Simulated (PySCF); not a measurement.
C2Br2F2. Atoms are numbered in the order given.

```xyz
6

F      0.0000     1.3289     2.0113
C      0.0000     0.6713     0.8585
Br     0.0000     1.7624    -0.6644
C      0.0000    -0.6713     0.8585
F      0.0000    -1.3289     2.0113
Br     0.0000    -1.7624    -0.6644
```
Charge 0, spin multiplicity 1.

Coordinates come from a B3LYP-D3(BJ)/def2-SVP optimisation.

Method: PBE/pcSseg-1 (PySCF).

GIAO shieldings, no solvent; atoms alike by connectivity are averaged. δ = σ(ref) − σ: ¹⁹F against CFCl3 (σ = 133.6 ppm); ¹³C against TMS (σ = 182.0 ppm), references at their B3LYP-D3(BJ)/def2-TZVP geometries, non-relativistic (without spin–orbit terms, shifts of atoms bonded to Cl or Br come out too high).

```csv
nucleus,atoms,count,δ (ppm)
¹⁹F,"F1, F5",2,-110.3
¹³C,"C2, C4",2,156.2
```
